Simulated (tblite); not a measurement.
A geometry optimisation, step by step.

C₅H₉GeN.
Numbering: `[CH:1]#[C:2][C@H:3]1[CH2:4][GeH2:5][CH2:6][NH:7]1` (hydrogens: H8 on C1; H9 on C3; H10, H11 on C4; H12, H13 on Ge5; H14, H15 on C6; H16 on N7)

Computed with GFN2-xTB (tblite), gas phase: L-BFGS steps from a force-field or distance-geometry start until the largest atomic force falls under 0.01 eV/Å. 5 of its 102 geometries are shown.

Step 0: E = -544.7315 eV, largest atomic force 4.813 eV/Å
```
atom  x, y, z in Å  |  force x, y, z in eV/Å
C1      2.696   -0.427    0.700   -2.951   0.378  -2.030
C2      1.692   -0.317   -0.018    3.713  -0.609   3.002
C3      0.536   -0.186   -0.864    1.659  -1.537  -2.250
C4     -0.482   -1.253   -0.614   -0.788  -0.940   1.510
Ge5    -1.462   -0.345    0.823   -1.102  -0.484   0.770
C6     -0.875    1.410    0.203   -1.397   0.573   0.818
N7     -0.020    1.103   -0.889    1.136   2.784  -0.510
H8      3.556   -0.513    1.318   -0.406   0.064  -0.310
H9      0.918   -0.400   -1.908    0.053   0.389   0.342
H10    -1.169   -1.432   -1.443    0.464  -0.109  -0.064
H11    -0.044   -2.193   -0.202   -0.167   0.577  -0.825
H12    -2.989   -0.535    0.682    0.446   0.025   0.326
H13    -0.939   -0.680    2.222   -0.289  -0.004  -0.253
H14    -0.397    2.001    1.005   -0.209  -0.005  -0.246
H15    -1.790    1.959   -0.166    0.844  -0.051   0.270
H16     0.762    1.819   -0.861   -1.005  -1.051  -0.551
```

Step 25: E = -545.2936 eV, largest atomic force 0.183 eV/Å
```
atom  x, y, z in Å  |  force x, y, z in eV/Å
C1      2.627   -0.360    0.765   -0.131   0.045  -0.056
C2      1.698   -0.284    0.010    0.100  -0.042   0.148
C3      0.584   -0.213   -0.931    0.086  -0.009   0.059
C4     -0.481   -1.266   -0.582    0.076   0.038  -0.064
Ge5    -1.518   -0.373    0.846    0.050   0.041  -0.077
C6     -0.817    1.389    0.255    0.050   0.041   0.011
N7     -0.092    1.083   -0.971    0.007  -0.023  -0.046
H8      3.441   -0.433    1.427   -0.078   0.037  -0.048
H9      1.007   -0.402   -1.933   -0.149   0.058   0.057
H10    -1.102   -1.399   -1.467   -0.081  -0.130   0.042
H11    -0.033   -2.220   -0.310    0.017   0.058  -0.062
H12    -3.010   -0.576    0.786    0.066   0.034  -0.042
H13    -1.091   -0.702    2.251    0.006  -0.050  -0.016
H14    -0.172    1.830    1.028   -0.032   0.033   0.037
H15    -1.610    2.107    0.020    0.113   0.018   0.013
H16     0.562    1.828   -1.207   -0.099  -0.147   0.044
```

Step 50: E = -545.3360 eV, largest atomic force 0.031 eV/Å
```
atom  x, y, z in Å  |  force x, y, z in eV/Å
C1      2.504   -0.239    0.811    0.001  -0.006  -0.004
C2      1.662   -0.264   -0.040    0.001  -0.003   0.000
C3      0.552   -0.227   -0.985    0.012  -0.022   0.011
C4     -0.477   -1.298   -0.595   -0.008  -0.002  -0.009
Ge5    -1.488   -0.377    0.835   -0.018   0.004  -0.001
C6     -0.698    1.371    0.317    0.002  -0.011  -0.007
N7     -0.144    1.057   -0.990    0.006  -0.024  -0.011
H8      3.270   -0.256    1.529    0.004   0.024  -0.019
H9      0.936   -0.403   -1.999    0.007   0.009   0.012
H10    -1.117   -1.512   -1.449   -0.014  -0.007  -0.009
H11     0.016   -2.220   -0.293   -0.002   0.007   0.000
H12    -2.982   -0.468    0.697    0.006  -0.001  -0.010
H13    -1.141   -0.825    2.227   -0.004   0.006   0.016
H14     0.059    1.705    1.041   -0.003  -0.005   0.012
H15    -1.431    2.171    0.200    0.006   0.011   0.006
H16     0.471    1.794   -1.318    0.002   0.019   0.013
```

Step 76: E = -545.3392 eV, largest atomic force 0.027 eV/Å
```
atom  x, y, z in Å  |  force x, y, z in eV/Å
C1      2.535   -0.192    0.781    0.010  -0.008   0.007
C2      1.669   -0.275   -0.042   -0.009   0.002  -0.003
C3      0.550   -0.246   -0.975    0.007   0.004   0.002
C4     -0.491   -1.306   -0.589    0.011   0.000  -0.008
Ge5    -1.518   -0.378    0.824   -0.025   0.006  -0.008
C6     -0.687    1.358    0.334    0.000  -0.005   0.006
N7     -0.132    1.047   -0.974   -0.008  -0.004   0.002
H8      3.320   -0.163    1.478    0.004  -0.002  -0.004
H9      0.929   -0.422   -1.990   -0.002   0.009  -0.003
H10    -1.125   -1.516   -1.450   -0.001  -0.010  -0.001
H11    -0.010   -2.232   -0.282    0.007  -0.002   0.005
H12    -3.008   -0.453    0.642    0.003   0.007  -0.003
H13    -1.216   -0.835    2.224   -0.001   0.004   0.011
H14     0.074    1.656    1.070    0.004   0.007  -0.006
H15    -1.392    2.183    0.224   -0.006  -0.007   0.011
H16     0.495    1.782   -1.287    0.007  -0.001  -0.006
```

Step 101: E = -545.3409 eV, largest atomic force 0.006 eV/Å
```
atom  x, y, z in Å  |  force x, y, z in eV/Å
C1      2.580   -0.191    0.736    0.002  -0.002  -0.001
C2      1.686   -0.263   -0.057   -0.001   0.001  -0.002
C3      0.546   -0.239   -0.966    0.000   0.000   0.001
C4     -0.477   -1.312   -0.561    0.000   0.001  -0.001
Ge5    -1.555   -0.372    0.808    0.003  -0.005   0.000
C6     -0.688    1.354    0.356    0.000  -0.002   0.004
N7     -0.143    1.049   -0.957   -0.001   0.000   0.000
H8      3.387   -0.168    1.407   -0.002   0.001   0.000
H9      0.909   -0.413   -1.988   -0.002  -0.001   0.002
H10    -1.090   -1.571   -1.424    0.002  -0.001   0.000
H11     0.024   -2.213   -0.215   -0.004   0.002   0.000
H12    -3.033   -0.420    0.546   -0.001  -0.001  -0.001
H13    -1.337   -0.837    2.223    0.000   0.002  -0.002
H14     0.082    1.625    1.093    0.001   0.004   0.005
H15    -1.377    2.193    0.263    0.001   0.001  -0.002
H16     0.478    1.786   -1.276    0.001   0.000  -0.003
```

Q: Summarise the path.

A: The energy falls by 0.6094 eV from step 0 to step 101; nine tenths of that is first reached at step 23. It rises by more than 0.2 meV at step 1. The largest force goes from 4.813 to 0.006 eV/Å. Among the bonds C3–N7 changes most, from 1.404 to 1.462 Å; the atoms move by 0.320 Å rms after alignment.

Q: Follow the three bonds and two angles with the largest change from start to end.

A: 
```tsv
step	E above end (eV)	largest force (eV/Å)	C3–N7 (Å)	N7–H16 (Å)	Ge5–H12 (Å)	Ge5–C6–H15 (°)	Ge5–C4–H11 (°)
0	0.6094	4.813	1.404	1.062	1.545	107.3	108.4
4	0.1759	0.317	1.468	1.020	1.499	108.9	112.1
9	0.1129	0.423	1.462	1.016	1.507	111.0	115.8
13	0.0967	0.166	1.466	1.014	1.504	111.7	115.6
18	0.0852	0.137	1.459	1.014	1.502	112.1	115.4
22	0.0628	0.311	1.464	1.015	1.507	111.6	115.0
26	0.0419	0.211	1.460	1.019	1.508	113.6	115.7
31	0.0269	0.115	1.458	1.013	1.499	114.8	116.8
35	0.0202	0.101	1.460	1.017	1.505	114.7	116.8
40	0.0093	0.138	1.459	1.014	1.502	114.1	115.1
44	0.0063	0.053	1.461	1.016	1.502	114.0	114.9
48	0.0052	0.034	1.460	1.015	1.502	113.9	115.1
53	0.0045	0.033	1.461	1.016	1.502	114.0	115.3
57	0.0037	0.034	1.461	1.015	1.502	114.4	115.2
61	0.0032	0.035	1.462	1.016	1.502	114.4	115.2
66	0.0024	0.029	1.461	1.015	1.503	114.4	115.3
70	0.0021	0.020	1.462	1.016	1.502	114.4	115.3
75	0.0017	0.017	1.462	1.016	1.502	114.5	115.3
79	0.0015	0.022	1.461	1.016	1.503	114.3	115.3
83	0.0012	0.032	1.461	1.016	1.501	114.1	115.3
88	0.0009	0.036	1.462	1.016	1.503	114.0	115.2
92	0.0007	0.031	1.462	1.016	1.501	114.1	115.1
97	0.0001	0.018	1.461	1.016	1.503	114.3	115.0
101	0.0000	0.006	1.462	1.016	1.502	114.4	115.0
```

The cost below is that of the whole relaxation. On one thread of an Arm Neoverse N1, shared host, this took 1.1 s of wall time.
